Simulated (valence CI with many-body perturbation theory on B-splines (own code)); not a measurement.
## Ladder of approximations for Bi⁵¹⁺

Computed by valence CI with perturbative core correlation (CI+MBPT): four valence electrons over a frozen Dirac-Fock core [Ar] 3d10, a basis of 11 s, 11 p, 9 d, 7 f, 5 g, 2 h, 1 i functions for each j, with the one-electron correlation potential Σ1 (screened to all orders), the two-electron term Σ2, the three-electron term Σ3, Breit, model QED; selected single and double excitations, second order for the rest (own B-spline code, finite nucleus).

No measured spectrum was set against this ion. As an estimate, large intervals hold to a few tenths of a per cent, small ones and those within an open d or f shell to about a per cent.

Each rung adds one term. CI alone is the Dirac-Coulomb CI over the frozen core; QED comes last and gives the full result, which names the levels. Energies are above (4s^2 4p1/2^2) J=0 on the same rung, in eV.

Levels are named by their leading jj configuration (3d3/2^4 stands for four electrons in 3d with j = 3/2), which in mixed levels can hold well under half, so a name can repeat and another be missing. Letters in brackets count levels of one name in rising energy.

```
                     Level  CI alone
    (4s^2 4p1/2 4p3/2) J=1    174.11
    (4s^2 4p1/2 4p3/2) J=2    179.30
    (4s 4p1/2^2 4p3/2) J=2    294.86
    (4s 4p1/2^2 4p3/2) J=1    312.73
        (4s^2 4p3/2^2) J=2    357.26
    (4s^2 4p1/2 4d3/2) J=2    360.68
        (4s^2 4p3/2^2) J=0    368.22
    (4s^2 4p1/2 4d3/2) J=1    383.90
    (4s^2 4p1/2 4d5/2) J=2    409.81
    (4s^2 4p1/2 4d5/2) J=3    410.92
(4s 4p1/2 4p3/2^2) J=2 [a]    465.20
    (4s 4p1/2 4p3/2^2) J=3    475.69
    (4s 4p1/2 4p3/2^2) J=0    482.10
    (4s 4p1/2^2 4d3/2) J=1    482.75
    (4s 4p1/2^2 4d3/2) J=2    487.28
(4s 4p1/2 4p3/2^2) J=1 [a]    491.38
```

Question: What do these energies become with core correlation, Breit and QED?

Answer: (4s^2 4p1/2 4p3/2) J=1 172.93 (-1.182); (4s^2 4p1/2 4p3/2) J=2 177.97 (-1.331); (4s 4p1/2^2 4p3/2) J=2 293.16 (-1.695); (4s 4p1/2^2 4p3/2) J=1 310.41 (-2.314); (4s^2 4p3/2^2) J=2 354.76 (-2.497); (4s^2 4p1/2 4d3/2) J=2 358.08 (-2.595); (4s^2 4p3/2^2) J=0 365.64 (-2.582); (4s^2 4p1/2 4d3/2) J=1 380.21 (-3.688); (4s^2 4p1/2 4d5/2) J=2 406.22 (-3.593); (4s^2 4p1/2 4d5/2) J=3 407.34 (-3.580); (4s 4p1/2 4p3/2^2) J=2 [a] 462.37 (-2.825); (4s 4p1/2 4p3/2^2) J=3 472.54 (-3.149); (4s 4p1/2 4p3/2^2) J=0 479.16 (-2.936); (4s 4p1/2^2 4d3/2) J=1 479.73 (-3.028); (4s 4p1/2^2 4d3/2) J=2 484.13 (-3.154); (4s 4p1/2 4p3/2^2) J=1 [a] 487.88 (-3.500).

Question: How does the ionisation energy move along the ladder, and which term matters most?

Answer: CI alone 3082.6, + Σ1 3084.7, + Σ2 3085.0, + Σ3 3084.8, + Breit 3080.4, + QED 3080.3 eV. The largest step is Breit, -4.5 eV. NIST lists 3078 ± 4 eV (theoretical).
